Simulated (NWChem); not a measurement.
# SiN2H4, singlet; SMILES N[Si]N

```xyz
7

Si     0.0000     0.0000    -0.6670
N      1.3343     0.0000     0.4564
H      1.3026     0.0000     1.4816
H      2.2963     0.0000     0.1117
N     -1.3343     0.0000     0.4564
H     -2.2963     0.0000     0.1117
H     -1.3026     0.0000     1.4816
```
Atoms are numbered in this order, from 1.

Level: PBE-D3(BJ)/def2-SVP (NWChem), optimised geometry, unscaled harmonic frequencies. Low-valent species are run as closed-shell singlets; no triplet was tried in these runs.

```tsv
frequency (cm⁻¹)	IR intensity (km/mol)
287	0.3
349	0.0
374	0.0
402	362.2
522	2.0
649	0.0
747	0.3
826	100.1
849	96.0
1473	54.8
1497	23.2
3455	0.0
3460	8.2
3583	4.7
3585	58.8
```

```json
{
 "zero_point_energy": "31.5 kcal/mol",
 "thermal correction to the enthalpy at 298.15 K (with zero-point energy)": "35.2 kcal/mol",
 "heat capacity Cv": "16.4 cal/(mol K)",
 "entropy at 298.15 K and 1 atm (symmetry number 2)": "66.3 cal/(mol K)",
 "dipole_moment": "2.42 D"
}
```

Rigid rotor and harmonic oscillator.
